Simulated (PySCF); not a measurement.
Point-charge models of `BNCC` (C2H8BN) against its computed dipole.

Coordinates (PBE0-D3(BJ)/def2-SVP, Å) and charges (e) from the PBE0/pcSseg-1 density (PySCF):

```
atom       x       y       z  Mulliken      IAO  Hirshfeld  ESP-fitted
  B1   1.844   0.532   0.696   +0.1174  -0.0455    +0.0845     +0.1235
  N2   0.591   0.717   0.130   -0.4940  -0.3492    -0.1541     -0.5173
  C3  -0.184  -0.239  -0.631   -0.0499  -0.1333    -0.0097     +0.3622
  C4  -1.508  -0.588   0.028   -0.3023  -0.4167    -0.1172     -0.3697
  H5   2.402  -0.534   0.555   -0.0405  -0.0087    -0.0706     -0.0704
  H6   2.345   1.442   1.315   -0.0259  -0.0040    -0.0721     -0.0863
  H7   0.123   1.608   0.258   +0.1982  +0.2609    +0.1274     +0.3049
  H8  -0.368   0.152  -1.649   +0.1202  +0.1315    +0.0391     -0.0283
  H9   0.432  -1.142  -0.751   +0.1272  +0.1461    +0.0482     +0.0044
 H10  -2.074  -1.306  -0.585   +0.1182  +0.1424    +0.0456     +0.0833
 H11  -1.346  -1.032   1.021   +0.1224  +0.1433    +0.0407     +0.1056
 H12  -2.139   0.306   0.158   +0.1090  +0.1331    +0.0387     +0.0882
```

Form Σ q r in debye for every column and set it beside the full dipole.

The full density gives (-2.01, 0.16, -0.86) D, 2.19 D in size; dipole vectors point from the negative to the positive end.

```csv
scheme,μx,μy,μz,size (D),share of the full size (%),angle to the full dipole (°)
Mulliken,-1.81,-0.83,-0.89,2.18,100,27
IAO,-1.89,-0.09,-0.91,2.10,96,7
Hirshfeld,-1.47,0.03,-0.67,1.61,74,3
ESP-fitted,-1.98,0.14,-0.85,2.16,99,0
```

Which set comes closest?

Length of the difference vector: ESP-fitted 0.03 D, IAO 0.28 D, Hirshfeld 0.59 D, Mulliken 1.01 D. Closest: ESP-fitted. The schemes that divide the density aren't constrained to reproduce the dipole.

What is left for the Hirshfeld atoms' own dipoles?

The shares of the density sum to the whole, so what Σ q r misses lies in dipoles about the nuclei. The atomic dipoles sum to (-2.01, 0.16, -0.86) − (-1.47, 0.03, -0.67) = (-0.54, 0.13, -0.19) D, 0.59 D in size.

With the origin at the mean of the coordinates, (0.010, -0.007, 0.045) Å, which are the largest single terms, by size, of the Mulliken dipole along the direction of the full one?

C4 -1.97, N2 +1.22, H10 +1.17, B1 -1.07, H12 +1.02 D; all 12 atoms together +1.95 D. The single terms depend on the origin, their sum doesn't.

Give the size of the full dipole in other units.

2.19 D = 0.862 au = 0.456 e·Å = 7.31 × 10⁻³⁰ C·m.

One conformer (not necessarily the lowest) at the PBE0-D3(BJ)/def2-SVP geometry, without solvent, vibrations or thermal averaging.

Conformer computed: `[BH2:1][NH:2][CH2:3][CH3:4]`: B1–N2–C3–C4 118°.
